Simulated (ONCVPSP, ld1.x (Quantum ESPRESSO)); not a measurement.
# Potentials for Cl (Z = 17) compared

Generated with ld1.x 7.5 (TM, RRKJ, ultrasoft, PAW), atompaw 4.2 or ONCVPSP 4.0.1. The cutoff is in Ry: for ld1.x and atompaw files where the sum of valence levels is converged to 10 mRy in a Bessel basis, for ONCV files where the hardest occupied wave has 1 mHa per electron of residual kinetic energy. The error is the largest all-electron minus pseudo excitation energy over each file’s own four to seven test configurations (ionisations up to +4, promotions, holes and added fractions of an electron), all of which were solved. The labels leave out finer settings (local radius, basis sizes, second energies), which also bear on the numbers. Spin-polarised tests are not counted. The rows are a selection from randomly drawn settings: files with unsolved tests, undetermined cutoffs or missed reference levels are left out.

A true bound ghost makes a file unfit for plane-wave use even where its test errors are small: the radial tests pick states by their node count and pass the ghost by.

| potential | cutoff (Ry) | largest error (meV) | bound ghosts |
| --- | --- | --- | --- |
| ONCV, PBE, scalar-relativistic, rc 1.35/1.45/1.30 (spd), local d, core correction yes, reference 3s2 3p3, qcut 5.7/5/7.3, projectors 2/2/0 | 33 | +17 | none |
| ONCV, PBE, scalar-relativistic, rc 1.20/1.20 (sp), local s, core correction yes, reference 3s2 3p3.5, qcut 6.1/6.6, projectors 0/1 | 32 | +22 | none |
| ONCV, LDA (Perdew-Wang 92), scalar-relativistic, rc 1.35/1.25 (sp), local smoothed, core correction yes, reference 3s2 3p3, qcut 4.8/5.4, projectors 3/3 | 86 | +77 | p |
| TM semilocal, PBEsol, scalar-relativistic, rc 1.25/1.25 (sp), local s, core correction yes, reference 3s2 3p5 | 55 | +191 | none |
| ONCV, PBEsol, scalar-relativistic, rc 1.05/1.40/1.25 (spd), local smoothed, core correction yes, reference 3s2 3p4.5, qcut 6.2/4.9/8.9, projectors 2/2/2 | 177 | +5.9 | s |
| ONCV, PW91, scalar-relativistic, rc 0.70/0.85/0.85 (spd), local smoothed, core correction yes, reference 2s2 2p6 3s2 3p2, qcut 18.5/13/12.9, projectors 2/2/2 | 334 | +1649 | none |
| ONCV, PBE, scalar-relativistic, rc 0.65/0.70 (sp), local smoothed, core correction yes, reference 2s2 2p6 3s2 3p5, qcut 16.1/16.4, projectors 2/3 | 253 | +12 | none |

Fill in the row for Cl: ONCV, LDA (Perdew-Wang 92), fully relativistic, rc 0.75/0.80 (sp), local smoothed, core correction no, reference 2s2 2p6 3s2 3p5, qcut 18.9/17.7, projectors 2/2.

cutoff 252 Ry, largest error -522 meV, bound ghosts: none.
